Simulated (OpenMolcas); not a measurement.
# How basis sets differ on C3H12AlN (SMILES C[N+](C)(C)[AlH3-])

C3H12AlN has 17 atoms, charge 0, and is taken as a singlet. As SMILES, `C[N+](C)(C)[AlH3-]`. Geometry: relaxed at PBE0-D4/def2-TZVP.

Quantity: the HOMO–LUMO gap, in eV. The values are calculated.

```json
{"level": "HF/ANO-R0 (sfX2C)", "kind": "Hartree–Fock", "program": "OpenMolcas", "value (eV)": "14.66", "CPU time": "7.8 s"}
{"level": "HF/ANO-RCC-MB (DKH2)", "kind": "Hartree–Fock", "program": "OpenMolcas", "value (eV)": "16.26", "CPU time": "9.9 s"}
{"level": "HF/STO-3G", "kind": "Hartree–Fock", "program": "OpenMolcas", "value (eV)": "21.42", "CPU time": "1.8 s"}
{"level": "HF/3-21G", "kind": "Hartree–Fock", "program": "OpenMolcas", "value (eV)": "14.26", "CPU time": "3.3 s"}
{"level": "HF/6-31G* (spherical functions)", "kind": "Hartree–Fock", "program": "OpenMolcas", "value (eV)": "14.08", "CPU time": "10 s"}
```

The values span 14.08 to 21.42 eV. A Hartree–Fock LUMO above zero doesn't converge with the basis: it sinks as sets grow more diffuse. Orbital gaps aren't excitation energies. CPU times are rough (shared hosts, several kinds of processor and program).
